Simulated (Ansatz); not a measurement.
One change: `[F][Al]([Cl])[SeH]` becomes `C#[C][Al]([F])[Cl]`.

Ansatz, PBE0-D4/def2-TZVP geometries, multiplicity 1. Each molecule was computed in one conformer, which needn't be the lowest.

Scalar relativity is left out up to krypton. Spin–orbit coupling is left out; it splits and shifts lone-pair levels of the heavy atoms by tenths of an eV.

| property | `[F][Al]([Cl])[SeH]` |
| --- | --- |
| HOMO energy (B3LYP/def2-TZVPP) / eV | -7.60 |
| size of the dipole moment (ωB97M-V/def2-TZVPP) / D | 1.00 |
| LUMO energy (ωB97M-V/def2-TZVPP) / eV | 0.56 |
| LUMO energy (PBE0/def2-TZVPP) / eV | -1.13 |
| size of the dipole moment (B3LYP/def2-TZVPP) / D | 1.09 |
| zero-point energy (PBE0-D4/def2-TZVP) / kJ/mol | 33.3 |

(1) Give the same properties after the change, and the shifts. (An estimate is asked.)

Answers

(1) The calculation gave: 
| property | `C#[C][Al]([F])[Cl]` | shift |
| --- | --- | --- |
| HOMO energy (B3LYP/def2-TZVPP) / eV | -8.48 | -0.88 |
| size of the dipole moment (ωB97M-V/def2-TZVPP) / D | 2.02 | 1.02 |
| LUMO energy (ωB97M-V/def2-TZVPP) / eV | 0.32 | -0.24 |
| LUMO energy (PBE0/def2-TZVPP) / eV | -1.49 | -0.36 |
| size of the dipole moment (B3LYP/def2-TZVPP) / D | 2.04 | 0.95 |
| zero-point energy (PBE0-D4/def2-TZVP) / kJ/mol | 60.7 | 27.4 |

With PBE0 the HOMO falls by 0.90 eV and the LUMO falls by 0.36 eV, so the gap widens by about 0.54 eV. PBE moves the HOMO by -0.80 eV and ωB97M-V by -1.03 eV. The zero-point energy changes by 27.4 kJ/mol with +3 modes. Dipoles are sizes alone; their direction can turn.

B3LYP here is the variant with VWN-RPA as its local correlation; programs differ in this.
